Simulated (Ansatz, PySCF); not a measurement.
Dimer: H2S (SMILES S) (first 3 atoms) with H2 (SMILES [H][H]); geometry from B3LYP-D3(BJ)/def2-TZVP.
(charge 0, multiplicity 1):
```xyz
5

S      0.499    -0.668     0.158
H     -0.808    -0.941     0.298
H      0.284     0.657     0.168
H      0.156    -0.174     3.275
H     -0.054     0.027     3.962
```

Quantity: the interaction energy.

Counterpoise-corrected where a basis set is named; no monomer relaxation.

Cores are frozen in the correlated methods. CBS(a, b) extrapolates the correlation energy as X⁻³ and adds the Hartree–Fock energy of set b.

Programs: Ansatz (an electronic-structure program) with Gaussian orbitals; PySCF for the dispersion terms. Each number belongs to the level named beside it.

Costs are ratios of core time to PBE/def2-TZVPPD (roughly 2.5 s), for whole runs (searches for the state included, and forces where a run took them) on one shared machine, so rough; each difference counts from -1.5 kJ/mol (CCSD(T)/CBS(aug-cc-pV(T+d)Z, aug-cc-pV(Q+d)Z), a level with limits of its own).

A star marks coupled-cluster runs past 200 virtual orbitals, where the program's memory plan changes under this machine's limit, so their costs aren't comparable with smaller runs.

```
level                     basis functions    cost  difference (kJ/mol)
------------------------  ---------------  ------  -------------------
SVWN5/def2-TZVPPD                     119    ×0.7                 -3.2
revPBE/def2-TZVPPD                    119    ×0.9                  2.1
PBE/def2-TZVPPD                       119      ×1                 -0.1
PBE-D3(BJ)/def2-TZVPPD                119      ×1                 -1.3
PBE0/def2-TZVPPD                      119      ×1                  0.3
BHLYP/def2-TZVPPD                     119      ×1                  1.2
BHLYP-D3(BJ)/def2-TZVPPD              119      ×1                 -0.2
CCSD(T)/aug-cc-pV(D+d)Z                68      ×2                  0.7
wB97X-V/def2-TZVPPD                   119      ×3                 -0.1
wB97M-V/def2-TZVPPD                   119      ×3                  0.2
CCSD(T)/aug-cc-pV(T+d)Z               147     ×10                  0.2
CCSD(T)/aug-cc-pV(Q+d)Z               273  ×1000*                  0.1
```

With a budget of 30 times the cost of PBE/def2-TZVPPD, the closest level: wB97X-V/def2-TZVPPD, at -0.1 kJ/mol; next is PBE/def2-TZVPPD at -0.1 kJ/mol.

What the step from CCSD(T)/aug-cc-pV(D+d)Z to CCSD(T)/aug-cc-pV(T+d)Z costs and buys: 68 to 147 functions, cost ×6 (rough); the difference goes from 0.7 to 0.2 kJ/mol.
